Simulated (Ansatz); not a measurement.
Geometry optimisation, RKS PBE0/def2-SVP in Ansatz 0.2.0.

The input (input.yaml):

```yaml
crystal:
  periodic: [false, false, false]
  atoms:
    - { symbol: C, position_ang: [-1.1802, -0.1899, 1.667] }
    - { symbol: "N", position_ang: [0.1809, 0.0604, 1.3686] }
    - { symbol: Si, position_ang: [0.9788, -0.6669, 0.0434] }
    - { symbol: C, position_ang: [0.34116, -2.36068, -0.40396] }
    - { symbol: "N", position_ang: [0.37483, -3.25714, 0.84669] }
    - { symbol: H, position_ang: [-1.4408, -1.1779, 1.8894] }
    - { symbol: H, position_ang: [-1.4903, 0.4594, 2.527] }
    - { symbol: H, position_ang: [-1.8272, 0.1812, 0.8139] }
    - { symbol: H, position_ang: [0.7142, -0.1449, 2.2539] }
    - { symbol: H, position_ang: [2.41896, -0.56248, 0.31238] }
    - { symbol: H, position_ang: [0.6797, 0.26476, -1.10947] }
    - { symbol: H, position_ang: [0.98157, -2.81864, -1.11439] }
    - { symbol: H, position_ang: [-0.67029, -2.3729, -0.69247] }
    - { symbol: H, position_ang: [-0.05193, -4.14361, 0.6482] }
    - { symbol: H, position_ang: [-0.2462, -2.82677, 1.55485] }
basis:
  gaussian: { orbitals: def2-SVP }
hamiltonian:
  xc: pbe0
relax:
  f_tol: 0.015
  max_steps: 40
```

Launched with:

```bash
$ ansatz run input.yaml --threads 2 --pin off --max-ram 3072MiB --backend cpu --events-out ev --progress --plain --runs-dir out
```

Q: Where does it end, and by what steps?

A: The run converged. The force dipped under the threshold on the way, but the program's further checks kept it going. After 31 steps the energy has fallen by 0.692 eV; H6 moved furthest, 1.23 Å.

```tsv
step	energy less start (eV)	largest force component (eV/Å)	accepted
0	0.0000	3.582	yes
2	-0.6321	0.394	yes
4	-0.6623	0.145	yes
6	-0.6706	0.134	yes
8	-0.6747	0.053	yes
10	-0.6763	0.065	yes
12	-0.6777	0.119	yes
14	-0.6804	0.078	yes
16	-0.6206	1.477	no
18	-0.6832	0.073	yes
20	-0.6733	0.215	no
22	-0.6861	0.034	yes
24	-0.6889	0.086	yes
26	-0.6910	0.118	yes
28	-0.6917	0.032	yes
30	-0.6921	0.011	yes
31	-0.6922	0.005	yes
```

```xyz
15
Properties=species:S:1:pos:R:3
C -1.296 -0.038 1.744
N 0.109 -0.362 1.662
Si 0.945 -0.727 0.179
C 0.351 -2.402 -0.457
N 0.519 -3.399 0.583
H -1.718 -0.315 2.726
H -1.526 1.032 1.575
H -1.861 -0.608 0.989
H 0.664 0.041 2.408
H 2.396 -0.751 0.529
H 0.719 0.287 -0.910
H 0.978 -2.651 -1.333
H -0.682 -2.289 -0.858
H 0.098 -4.289 0.327
H 0.068 -3.086 1.441
```

Whether the end is a true minimum wasn't checked by a vibrational analysis.

The run took 100 s on 2 threads of Arm Neoverse V2, on a shared host, peak memory 0.3 GiB.
